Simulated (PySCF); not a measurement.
C2H3O2 (SMILES CO[C-]=O), charge -1, singlet, at a GFN2-xTB geometry; PySCF with CASSCF(4,6)/6-31G*.

Here is a job for PySCF.
```python
from pyscf import gto, scf, mcscf
import numpy

mol = gto.M(
    atom='''
C    -1.154129   -0.133685   -0.004759
O    -0.726708   -1.119467    0.601489
O     0.009632    0.801733   -0.467424
C     1.286913    0.412188   -0.148326
H     1.794436    1.158845    0.491028
H     1.240270   -0.545558    0.407536
H     1.905198    0.257566   -1.052575
''',
    basis='6-31g*',
    charge=-1,
    spin=0,
    verbose=4,
)

mf = scf.RHF(mol)
mf.kernel()
mc = mcscf.CASSCF(mf, 6, 4)
mc.fix_spin_(ss=0.0)
mc.kernel()
occ = numpy.linalg.eigvalsh(mc.fcisolver.make_rdm1(mc.ci, mc.ncas, mc.nelecas))[::-1]
ss = mc.fcisolver.spin_square(mc.ci, mc.ncas, mc.nelecas)[0]
print('natural occupations', occ.round(4), ' <S^2>', round(ss, 4))
```

What the program printed (banner, timings and long lists left out):

```
PySCF version 2.14.0

[INPUT] verbose = 4
[INPUT] num. atoms = 7
[INPUT] num. electrons = 32
[INPUT] charge = -1
[INPUT] spin (= nelec alpha-beta = 2S) = 0
[INPUT] symmetry False subgroup None
[INPUT] Mole.unit = angstrom
[INPUT] Symbol           X                Y                Z      unit          X                Y                Z       unit  Magmom
[...]
nuclear repulsion = 110.659013288945
number of shells = 30
number of NR pGTOs = 120
number of NR cGTOs = 62
basis = 6-31g*
ecp = {}

******** <class 'pyscf.scf.hf.RHF'> ********
method = RHF
initial guess = minao
damping factor = 0
level_shift factor = 0
DIIS = <class 'pyscf.scf.diis.CDIIS'>
diis_start_cycle = 1
diis_space = 8
diis_damp = 0
SCF conv_tol = 1e-09
SCF conv_tol_grad = None
SCF max_cycles = 50
direct_scf = True
direct_scf_tol = 1e-13
Set gradient conv threshold to 3.16228e-05
Initial guess from minao.
init E= -227.31146301061
[...]
cycle= 1 E= -227.006569484614  delta_E= 0.305  |g|= 0.762  |ddm|= 2.65
[...]
cycle= 2 E= -227.080567321955  delta_E= -0.074  |g|= 0.513  |ddm|= 0.856
[...]
cycle= 3 E= -227.128847611453  delta_E= -0.0483  |g|= 0.0551  |ddm|= 0.339
[...]
cycle= 4 E= -227.130109725226  delta_E= -0.00126  |g|= 0.027  |ddm|= 0.105
[...]
cycle= 5 E= -227.130327400785  delta_E= -0.000218  |g|= 0.00832  |ddm|= 0.0323
[...]
cycle= 6 E= -227.130378074847  delta_E= -5.07e-05  |g|= 0.00312  |ddm|= 0.0211
[...]
cycle= 7 E= -227.130386449093  delta_E= -8.37e-06  |g|= 0.00119  |ddm|= 0.00901
[...]
cycle= 8 E= -227.130387543163  delta_E= -1.09e-06  |g|= 0.00037  |ddm|= 0.00302
[...]
cycle= 9 E= -227.130387645389  delta_E= -1.02e-07  |g|= 9.56e-05  |ddm|= 0.00103
[...]
cycle= 10 E= -227.130387652158  delta_E= -6.77e-09  |g|= 2.91e-05  |ddm|= 0.000281
[...]
cycle= 11 E= -227.130387652636  delta_E= -4.79e-10  |g|= 7.3e-06  |ddm|= 7.42e-05
[...]
Extra cycle  E= -227.130387652657  delta_E= -2.03e-11  |g|= 3.27e-06  |ddm|= 9.42e-06
converged SCF energy = -227.130387652657

******** <class 'pyscf.mcscf.mc1step.CASSCF'> ********
CAS (2e+2e, 6o), ncore = 14, nvir = 42
max_cycle_macro = 50
max_cycle_micro = 4
conv_tol = 1e-07
conv_tol_grad = None
orbital rotation max_stepsize = 0.02
orbital rotation threshold for CI restart = 0.01
augmented hessian ah_max_cycle = 30
augmented hessian ah_conv_tol = 1e-12
augmented hessian ah_linear dependence = 1e-14
augmented hessian ah_level shift = 1e-08
augmented hessian ah_start_tol = 2.5
augmented hessian ah_start_cycle = 3
[...]
CASCI E = -227.135252247781  S^2 = 0.0000000
[...]
macro iter   9 ( 21 JK    4 micro), CASSCF E = -227.196620054289  dE = -3.03159046e-03  S^2 = 0.0000000
               |grad[o]|=0.015  |grad[c]|=0.0154  |ddm|=0.00251  |maxRot[o]|=0.306
macro iter  10 ( 21 JK    4 micro), CASSCF E = -227.201247046653  dE = -4.62699236e-03  S^2 = 0.0000000
               |grad[o]|=0.00894  |grad[c]|=0.0154  |ddm|=0.00403  |maxRot[o]|=0.305
macro iter  11 ( 21 JK    4 micro), CASSCF E = -227.204190676261  dE = -2.94362961e-03  S^2 = 0.0000000
               |grad[o]|=0.00751  |grad[c]|=0.0151  |ddm|=0.00388  |maxRot[o]|=0.294
macro iter  12 ( 21 JK    4 micro), CASSCF E = -227.204213520966  dE = -2.28447055e-05  S^2 = 0.0000000
               |grad[o]|=0.00483  |grad[c]|=0.014  |ddm|=0.00527  |maxRot[o]|=0.0251
macro iter  13 ( 21 JK    4 micro), CASSCF E = -227.204212257155  dE =  1.26381073e-06  S^2 = 0.0000000
               |grad[o]|=0.0029  |grad[c]|=0.0129  |ddm|=0.00517  |maxRot[o]|=0.0044
macro iter  14 ( 16 JK    4 micro), CASSCF E = -227.204380755662  dE = -1.68498507e-04  S^2 = 0.0000000
               |grad[o]|=0.00263  |grad[c]|=0.00741  |ddm|=0.00323  |maxRot[o]|=0.0602
macro iter  15 ( 18 JK    4 micro), CASSCF E = -227.204406721429  dE = -2.59657665e-05  S^2 = 0.0000000
               |grad[o]|=0.00166  |grad[c]|=0.00404  |ddm|=0.00105  |maxRot[o]|=0.011
macro iter  16 ( 17 JK    4 micro), CASSCF E = -227.204405697716  dE =  1.02371251e-06  S^2 = 0.0000000
               |grad[o]|=0.00125  |grad[c]|=0.00393  |ddm|=0.00122  |maxRot[o]|=0.00124
macro iter  17 ( 19 JK    4 micro), CASSCF E = -227.204439868592  dE = -3.41708757e-05  S^2 = 0.0000000
               |grad[o]|=0.00121  |grad[c]|=0.00107  |ddm|=0.000262  |maxRot[o]|=0.0355
macro iter  18 (  7 JK    2 micro), CASSCF E = -227.204442100259  dE = -2.23166725e-06  S^2 = 0.0000000
               |grad[o]|=0.000422  |grad[c]|=0.000247  |ddm|=0.000193  |maxRot[o]|=0.00858
macro iter  19 (  8 JK    1 micro), CASSCF E = -227.204442167913  dE = -6.76539287e-08  S^2 = 0.0000000
               |grad[o]|=8.63e-05  |grad[c]|=0.000116  |ddm|=0.000102  |maxRot[o]|=0.00157
1-step CASSCF converged in  19 macro (358 JK  71 micro) steps
CASSCF canonicalization
Density matrix diagonal elements [1.95373343 1.97680762 0.03407362 0.00396742 0.01229632 0.01912158]
CASSCF energy = -227.204442167913
CASCI E = -227.204442167913  E(CI) = -5.46879984479844  S^2 = 0.0000000
natural occupations [1.9768 1.9558 0.041  0.0198 0.0033 0.0033]  <S^2> 0.0
```
